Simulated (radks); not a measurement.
Spherical jellium clusters: N electrons in a uniform positive sphere of charge N and radius rs N^(1/3), rs = 3.07 bohr. Calculated with a radial shooting solver with Libxc functionals: non-relativistic Kohn-Sham, LDA (Slater exchange, Perdew-Wang correlation), spin-polarised, spherical densities. Levels are named by radial order and angular momentum (1s, 1p, 1d, 2s, ...), and open shells are averaged over m.

N = 15, configuration 1s2 1p6 1d(up 5, down 2). This is the lowest configuration that the search found. Occupied and some empty levels:

level    occupation  eigenvalue (eV)  <r> (bohr)
1s up             1          -7.0172       4.679
1s down           1          -6.7375       4.565
1p up             3          -5.4096       5.740
1p down           3          -5.0535       5.724
1d up             5          -3.5228       6.599
1d down           2          -3.1596       6.659
2s up             0          -2.9687       6.049
2s down           0          -2.7767       6.165
1f up             0          -1.4860       7.579
1f down           0          -1.1662       7.764
2p up             0          -1.1246       8.464
2p down           0         -0.96743       8.755

Energy (eV): total -23.1957, kinetic 42.051, external -942.89, Hartree 459.47, exchange-correlation -67.020, background 485.19.

Electron density:

r (bohr)  n(r) (e/bohr^3)
0.567            0.004628
1.20             0.005119
1.83             0.005925
2.46             0.006958
3.10             0.008056
3.73             0.008982
4.36             0.009458
4.99             0.009246
5.62             0.008253
6.25             0.006626
6.89             0.004737
7.52             0.003019
8.15             0.001754
8.78            0.0009558
9.41            0.0004994
10.0            0.0002547
10.7            0.0001256
11.3           0.00006171
11.9           0.00003004
12.6           0.00001454
